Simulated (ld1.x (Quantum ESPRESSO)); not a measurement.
## Ni, TM: configuration errors across variants

Ni (Z = 28), norm-conserving Troullier–Martins (Kleinman–Bylander form), made with ld1.x (Quantum ESPRESSO) 7.5 (LDA (PZ), scalar-relativistic). Core [Ne], reference 3s2 3p6 3d7 4s0 4p0 (charge +3). Waves: 3p (bound): rc 0.75 bohr; 3d (bound): rc 0.85 bohr; 3s (bound): rc 1.00 bohr. Local part: the s channel. Core correction: none.

All-electron excitation energies from the reference (eV): (1) 3s2 3p6 3d8 4s2 4p0 -65.058; (2) 3s2 3p6 3d8 4s1 4p0 -55.458; (3) 3s2 3p6 3d8 4s0 4p0 -37.798; (4) 3s2 3p6 3d9 4s0 4p0 -58.496; (5) 3s2 3p6 3d7 4s2 4p1 -54.403; (6) 3s2 3p6 3d8.5 4s1.5 4p0 -66.259; (7) 3s2 3p6 3d7 4s0 4p0 spin -2.371.

Spin tests fill each open shell by Hund’s rule, majority spin first.

Tests that are not counted but printed errors over 1 eV. “wave 3d (bound): rc 0.85 bohr becomes 3d (bound): rc 0.60 bohr”: 3s2 3p6 3d7 4s2 4p1 (solver errors, printed error +1.0 eV).

5 further variants failed, have other tests or another functional or relativity, and are left out.

A true bound ghost makes a file unfit for plane-wave use even where its test errors are small: the radial tests pick states by their node count and pass the ghost by.

Errors AE − PS in meV (a dash: test not solved or not reliable):

| change | (1) | (2) | (3) | (4) | (5) | (6) | (7) | bound ghosts |
| --- | --- | --- | --- | --- | --- | --- | --- | --- |
| base | +662 | +433 | +15 | +37 | +1017 | +445 | +322 | none |
| local potential the d channel | +4121 | +2962 | +1.6 | -2.4 | +6834 | +2666 | +319 | s |
| core correction a·sin(br)/r model core inside 0.38 bohr | +661 | +432 | +15 | +36 | +1016 | +444 | – | none |
| wave 3d (bound): rc 0.85 bohr becomes 3d (bound): rc 1.30 bohr | +653 | +429 | +20 | +33 | +1015 | +435 | +227 | none |
| type ultrasoft; waves now 3s (bound): rcut 0.95, rcutus 1.00 bohr; 4s (bound): rcut 0.95, rcutus 1.00 bohr; 3p (bound): rc 0.75 bohr; 4p (bound): rc 0.75 bohr; 3d (bound): rcut 0.75, rcutus 0.85 bohr; 3d channel at -3 Ry: rcut 0.75, rcutus 0.85 bohr; local potential all-electron potential smoothed inside 0.90 bohr (lloc = -1); augmentation PSQ, radius 0.80 bohr | +4.6 | +2.4 | -2.4 | -3.1 | +2.6 | +3.2 | +461 | none |
| wave 3s (bound): rc 1.00 bohr becomes 3s (bound): rc 0.70 bohr | +95 | +62 | +1.8 | +0.4 | +151 | +61 | +323 | none |
| wave 3d (bound): rc 0.85 bohr becomes 3d (bound): rc 0.60 bohr | – | +428 | +9.9 | +30 | – | – | +331 | none |

(1) Give the same row for: all radii scaled by about 0.88 (s 0.88, p 0.66, d 0.76 bohr).

Results:

(1) +295, +193, +5.8, +13, +459, +196, –; bound ghosts: none.
